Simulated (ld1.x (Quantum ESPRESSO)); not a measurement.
## An all-electron radial function and its pseudo partner (Be)

Columns: radius, all-electron u(r) and pseudo u(r) of the 2s shell (level -5.61 eV) of beryllium in the configuration 1s2 2s2 2p0; LDA (PZ), non-relativistic, PAW scheme, ld1.x (Quantum ESPRESSO) 7.5.

```
r (bohr)  all-electron   pseudo
   0.242        0.2535   0.5586
   0.485        0.1029   0.3639
   0.728       -0.1167  -0.0798
   0.970       -0.3093  -0.3093
   1.212       -0.4540  -0.4540
   1.455       -0.5512  -0.5512
   1.698       -0.6071  -0.6071
   1.940       -0.6301  -0.6301
   2.182       -0.6287  -0.6287
   2.425       -0.6099  -0.6099
   2.668       -0.5793  -0.5793
   2.910       -0.5416  -0.5416
   3.152       -0.5000  -0.5000
   3.395       -0.4568  -0.4568
   3.637       -0.4139  -0.4139
   3.880       -0.3723  -0.3723
   4.122       -0.3329  -0.3329
   4.365       -0.2961  -0.2961
   4.608       -0.2622  -0.2622
   4.850       -0.2314  -0.2314
   5.092       -0.2035  -0.2035
   5.335       -0.1784  -0.1784
   5.578       -0.1560  -0.1560
   5.820       -0.1361  -0.1361
   6.062       -0.1185  -0.1185
   6.305       -0.1030  -0.1030
```

**Question.** How many radial nodes do the two functions have?

**Answer.** The all-electron 2s function has n − l − 1 = 1; the pseudo-wave has 1, since 1 lower shell of the same l stays in the valence.

**Question.** At about which radius was the pseudo-wave matched?

**Answer.** 1.00 bohr, where the columns begin to agree (steps of 0.24 bohr).

**Question.** Is the pseudo-wave norm-conserving?

**Answer.** No, it belongs to a PAW set: the norm inside the radius is not constrained, and the difference is carried by the augmentation charge.
